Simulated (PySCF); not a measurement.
C4H7N2Si2 (doublet state).
Cartesian coordinates in Å at the GFN2-xTB level; atoms count from 1:
```
atom  x, y, z in Å
N1     2.403    0.326    1.590
C2     2.303    0.439    0.455
C3     2.051    0.599   -0.958
C4     0.661    1.132   -1.075
Si5   -0.821    0.052   -0.991
Si6   -1.251   -0.557    1.239
C7    -2.791   -1.612    1.211
N8    -3.734   -2.261    1.156
H9     2.796    1.287   -1.373
H10    2.151   -0.377   -1.440
H11    0.571    2.198   -0.914
H12   -0.565   -1.160   -1.783
H13   -1.955    0.786   -1.557
H14   -0.232   -1.407    1.855
H15   -1.593    0.564    2.118
```

The hyperfine couplings belong to this conformer and change with its torsions.

As a line formula: `N#C[SiH2][SiH2][CH]CC#N` [radical].

The calculation used UKS B3LYP, pcH-1 on C H N Si, non-relativistic, mean-field spin-orbit, GIAO (PySCF). Isolated species at its GFN2-xTB geometry (one conformer only). A GFN2-xTB geometry isn't a minimum of the functional, and hyperfine couplings can be far from their values at a DFT geometry.

**Question.** How many α and β electrons are there, and what is ⟨S²⟩ of the pure spin state?

**Answer.** Nα = 37, Nβ = 36 (73 in all), and S(S+1) = 0.75 for S = 1/2.

Mulliken spin populations, one withheld:

```
atom           bound to  population
  N1                 C2     +0.0348
  C2             N1, C3     +0.0149
  C3    C2, C4, H9, H10     -0.0704
  C4       C3, Si5, H11           ?
 Si5  C4, Si6, H12, H13     -0.0507
 Si6  Si5, C7, H14, H15     +0.0629
  C7            Si6, N8     +0.0008
  N8                 C7     +0.0101
  H9                 C3     +0.0131
 H10                 C3     +0.0096
 H11                 C4     -0.0403
 H12                Si5     +0.0140
 H13                Si5     +0.0098
 H14                Si6     +0.0005
 H15                Si6     -0.0001
```

**Question.** Fill in the missing population.

**Answer.** The populations add up to Nα − Nβ = 1, and the others sum to 0.0090, so C4 holds +0.991.

**Question.** How is the spin shared among the elements?

**Answer.** Carbon +0.94, nitrogen +0.04, silicon +0.01, hydrogen +0.01. The positive populations sum to 1.16, the negative ones to -0.16.

**Question.** With ⟨S²⟩ = 0.7540, find the sum of squared α–β overlaps and estimate the admixture of higher spin.

**Answer.** For a single determinant ⟨S²⟩ = S(S+1) + Nβ − Σ|⟨iα|jβ⟩|², so the squared overlaps of occupied orbitals sum to 36 − 0.0040 = 35.9960. If the quartet state (S + 1) were the only admixture, its weight would be 0.0040/(2S + 2) = 0.13 %.

**Question.** What Fermi-contact NMR shifts do the couplings of N1, C3, Si5, C7, N8, H9/H10, H11 imply at 350 K (Curie law, g = gₑ)?

**Answer.** δ = a_FC·h·gₑ μB S(S+1)/(3 g_N μN kT), with k/h = 20836.6 MHz/K:

| nuclei | isotope | a_FC (MHz) | g_N | contact shift (ppm) |
| --- | --- | --- | --- | --- |
| N1 | 14N | 1.10 | 0.4038 | +344 |
| C3 | 13C | -22.62 | 1.4048 | -2029 |
| Si5 | 29Si | 44.91 | -1.1106 | -5096 |
| C7 | 13C | 7.83 | 1.4048 | +702 |
| N8 | 14N | 0.31 | 0.4038 | +96 |
| H9/H10 | 1H | 29.29 | 5.5857 | +661 |
| H11 | 1H | -55.05 | 5.5857 | -1242 |

All at the stated temperature. Entries for several nuclei are means.

Means are taken over nuclei equivalent by connectivity, which assumes that they swap fast. The 1H value of +29.3 MHz is a mean of couplings from 24.1 to 34.5 MHz in this one geometry, not an average over conformers.

β density exceeds α density at some nuclei, such as Si5 (-0.0505), C3 (-0.0201) and H11 (-0.0123), spin density in bohr⁻³. In a single determinant that takes different orbitals for the two spins, that is spin polarisation.

The run took 2.0 min wall (with the writing of density and orbital grids) on one thread of an Arm Neoverse V1, no GPU, on a shared host, and the process peaked at 0.97 GiB of memory.
